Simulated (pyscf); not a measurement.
PySCF, gas phase, ωB97X-D3(BJ)/def2-SVP geometries. Correlated levels are frozen-core, on RHF or UHF. ΔMP2 is the change of the MP2 total energy from the triple- to the quadruple-zeta basis. Singlets are restricted, triplets unrestricted.

Singlet (Å):
```xyz
6

Sn     2.3644     0.2378     0.3690
Sn    -0.2274     0.0236    -0.6291
H      1.7905     1.5428     1.4191
H     -0.4235    -1.1852    -1.8321
H     -1.3440    -0.3493     0.6205
H     -0.7485     1.4997    -1.3337
```

Triplet (Å):
```xyz
6

Sn     0.4078     1.9569     0.8509
Sn     0.3578    -0.3399    -0.6081
H     -0.4647     2.0725     2.3335
H     -1.2275    -0.6928    -1.1460
H      1.3732    -0.0985    -1.9576
H      0.9379    -1.6597     0.3133
```

For these two minima of :HSn–SnH₃, which spin state lies lower at CCSD(T)/def2-TZVPP + ΔMP2(QZVPP), and by how much (electronic energies)?

The singlet, by 89.5 kJ/mol. Zero-point energy shifts E(triplet) − E(singlet) by +1.2 kJ/mol. Other isomers of :HSn–SnH₃ [singlet] were not searched in full and may lie lower. 

E(triplet) − E(singlet) by level (kJ/mol):

| level | gap |
|---|---|
| ωB97X-D3(BJ)/def2-TZVP | +94.8 |
| PBE/def2-TZVP | +88.8 |
| r²SCAN/def2-TZVP | +69.3 |
| B3LYP-D3(BJ)/def2-TZVP | +97.1 |
| PBE0-D3(BJ)/def2-TZVP | +79.4 |
| M06-2X/def2-TZVP | +54.7 |
| ωB97M-D3(BJ)/def2-TZVP | +90.5 |
| HF/def2-TZVP | +26.6 |
| MP2/def2-QZVPP | +90.3 |
| CCSD/def2-TZVPP | +79.7 |
| CCSD(T)/def2-TZVPP | +82.6 |
| CCSD(T)/def2-TZVPP + ΔMP2(QZVPP) | +89.5 |

The triplet is the lowest one reached from the SCF start used. The CCSD(T) − MP2 part came from Ansatz, without density fitting, on the same reference. The frozen core leaves the outer d or s,p core shells of the metals and heavy elements correlated in the MP2 and CC values, and def2-TZVPP describes them poorly, which can shift differences by a few kcal/mol. Elements past Kr carry the def2 core potentials, without spin-orbit coupling.
